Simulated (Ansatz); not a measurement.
Ansatz (a quantum-chemistry and plane-wave program) input (PBE0/def2-SVP):

Ansatz 0.2 input:
```yaml
crystal:
  periodic: [false, false, false]
  atoms:
    - {symbol: Sc, position_ang: [0.38147081, 0.18478914, 0.12900399]}
    - {symbol: F, position_ang: [-0.65158491, 0.88829231, -1.12099913]}
    - {symbol: F, position_ang: [-0.23851365, -1.31946697, 0.81998983]}
basis:
  gaussian:
    orbitals: def2-SVP
hamiltonian:
  xc: {name: PBE0}
total_charge: 1
```

Output:

```
Functional definition: PBE0
integrals: 0.02 GiB planned
600 factors; integrals over basis functions are off by at most 4.2e-4 eV
mean field: 0.17 GiB planned
mean field evaluation 1: about -26092.8208 eV, gradient 1.1e2 eV
mean field evaluation 2: about -25443.2660 eV, gradient 4.9e2 eV
mean field evaluation 4: about -26112.6353 eV, gradient 1.1e1 eV
mean field evaluation 8: about -26112.9625 eV, gradient 7.4e-1 eV
mean field evaluation 16: about -26112.9637 eV, gradient 4.7e-5 eV
mean field -26112.96369959 eV, -959.6337159574 hartree, gradient 4.6e-5 eV, S^2 0.000000; 0 other end points of the search recorded, 0 dependent functions left out
reference -26112.96378915 eV, -959.6337192488 hartree; 19, 19 occupied and 40, 40 virtual orbitals, 600 factors
Total energy: -26112.96378915 eV, -959.6337192488 hartree
```
